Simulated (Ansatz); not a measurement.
Stepwise reaction of `[AlH2][O][SiH3]` with hydrogen fluoride, as a gas-phase model of exchange steps in deposition or etching. ΔE in kJ/mol.

Isolated molecules relaxed with PBE0-D4/def2-TZVP in Ansatz; ΔE leaves out vibrations. CCSD(T)/CBS is the MP2 limit (def2-TZVPP, def2-QZVPP) plus CCSD(T) − MP2 in def2-TZVPP, frozen cores. This one scheme is used for every species. DFT in def2-TZVPP. B3LYP here is the variant with VWN-RPA as its local correlation; programs differ in this. One conformer a species, not always the lowest.

| step | reaction | PBE-D4 | B3LYP-D4 | ωB97M-V | CCSD(T)/CBS |
| --- | --- | --- | --- | --- | --- |
| 1 | `[AlH2][O][SiH3]` + H–F → `[F][AlH][O][SiH3]` + H₂ | -167.2 | -174.5 | -172.7 | -172.7 |
| 2 | `[F][AlH][O][SiH3]` + H–F → `[F][Al]([F])[O][SiH3]` + H₂ | -144.7 | -153.9 | -150.8 | -153.5 |

By hand: ΔE of the 2 steps together at CCSD(T)/CBS.

(-172.7) + (-153.5) = -326.2 kJ/mol, or -163.1 kJ/mol a step.

In ΔE each step is higher than the one before. All are downhill at CCSD(T)/CBS. PBE-D4 differs from CCSD(T)/CBS by 5.5 to 8.8 kJ/mol a step. Isolated molecules leave out the surface, adducts and barriers. Largest T1 diagnostic: 0.012.
